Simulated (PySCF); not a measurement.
**Spinor energies of Te (tellurium, neutral)**

Start: [Kr] 4d10 5s2 5p3 6s1; 5p3/2 filled at m_j = -1/2, +1/2, +3/2; 6s1/2 filled at m_j = +1/2. Calculated with PySCF 2.14 in x2c-SVPall-2c with one added diffuse shell each of s, p type (7s9p4d, 54 functions): generalised Hartree-Fock with the X2C-1e Hamiltonian and a Gaussian nucleus; one run each with spin-orbit coupling (SO) switched off, then screened by Boettger's factors. This is a chosen level, not necessarily the ground level.

| spinor shell | electrons | ε, spin-free (eV) | ε, screened SO (eV) | weight of nominal j (screened SO) | rms radius, screened SO (bohr) |
| --- | --- | --- | --- | --- | --- |
| 1s1/2 | 2 | -31973.5 | -31970.2 | 1.000 | 0.0319 |
| 2s1/2 | 2 | -5004.3 | -5003.3 | 1.000 | 0.130 |
| 2p1/2 | 2 | -4487.2 | -4678.1 | 1.000 | 0.112 |
| 2p3/2 | 4 | -4487.2 | -4400.5 | 1.000 | 0.117 |
| 3s1/2 | 2 | -1041.8 | -1041.5 | 1.000 | 0.343 |
| 3p1/2 | 2 | -869.40 | -905.97 | 1.000 | 0.335 |
| 3p3/2 | 4 | -869.40 | -852.59 | 1.000 | 0.347 |
| 3d3/2 | 4 | -609.00 | -615.28 | 1.000 | 0.320 |
| 3d5/2 | 6 | -609.00 | -604.46 | 1.000 | 0.323 |
| 4s1/2 | 2 | -197.96 | -197.84 | 1.000 | 0.816 |
| 4p1/2 | 2 | -141.94 | -148.85 | 0.999 | 0.861 |
| 4p3/2 | 4 | -141.94 | -138.68 | 1.000 | 0.886 |
| 4d3/2 | 4 | -57.496 | -58.347 | 0.975 | 1.05 |
| 4d5/2 | 6 | -57.496 | -56.790 | 0.983 | 1.05 |
| 5s1/2 | 2 | -23.237 | -23.206 | 1.000 | 2.21 |
| 5p3/2 | 3 | -13.820 | -13.823 | 0.586 | 2.70 |
| 6s1/2 | 1 | -3.020 | -3.009 | 1.000 | 5.77 |

| quantity | spin-free | screened SO |
| --- | --- | --- |
| E (hartree) | -6789.08586 | -6790.93546 |
| M_J | 2 | 2 |
| ⟨J²⟩ | 6.001 | 6.003 |
| ⟨L²⟩ | 0.000 | 0.092 |
| ⟨S²⟩ | 6.001 | 5.881 |

Each row is a mean over spinors that exchange with the open shell spreads, by up to 7.071 eV (5s1/2).

Rows whose weight is well below 1 are mixtures of j = l ± 1/2: exchange outweighs spin-orbit coupling there, and the label is only the starting occupation.

Breit and QED terms are absent; they matter most for the inner s and p1/2 levels.

Densities and radii are taken from the X2C orbitals without a picture-change correction, which distorts them close to the nucleus.

Without spin-orbit coupling the j labels of p, d and f shells carry no meaning; the spin-free column gives the mean over the occupied spinors of each nl shell.
